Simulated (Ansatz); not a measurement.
Start from `ClB1C[SiH]1[GeH3]` and change one atom or group to get `O[SiH]1CB1Cl`.

Ansatz, PBE0-D4/def2-TZVP geometries, multiplicity 1. Each molecule was computed in one conformer, which needn't be the lowest.

Scalar relativity is left out up to krypton.

```tsv
property	`ClB1C[SiH]1[GeH3]`
size of the dipole moment (PBE/def2-TZVPP) / D	1.10
LUMO energy (ωB97M-V/def2-TZVPP) / eV	0.11
LUMO energy (B3LYP/def2-TZVPP) / eV	-2.02
HOMO energy (ωB97M-V/def2-TZVPP) / eV	-8.79
size of the dipole moment (B3LYP/def2-TZVPP) / D	1.17
size of the dipole moment (ωB97M-V/def2-TZVPP) / D	1.16
```

(1) Give the same properties after the change, and the shifts. (An estimate is asked.)

## Answers

(1) Ansatz gave: 
| property | `O[SiH]1CB1Cl` | shift |
| --- | --- | --- |
| size of the dipole moment (PBE/def2-TZVPP) / D | 3.08 | 1.98 |
| LUMO energy (ωB97M-V/def2-TZVPP) / eV | 0.75 | 0.64 |
| LUMO energy (B3LYP/def2-TZVPP) / eV | -1.42 | 0.60 |
| HOMO energy (ωB97M-V/def2-TZVPP) / eV | -8.90 | -0.11 |
| size of the dipole moment (B3LYP/def2-TZVPP) / D | 3.20 | 2.03 |
| size of the dipole moment (ωB97M-V/def2-TZVPP) / D | 3.25 | 2.09 |

With PBE0 the HOMO falls by 0.06 eV and the LUMO rises by 0.62 eV, so the gap widens by about 0.68 eV. PBE moves the HOMO by -0.03 eV and ωB97M-V by -0.11 eV. Dipoles are sizes alone; their direction can turn.

B3LYP here is the variant with VWN-RPA as its local correlation; programs differ in this.
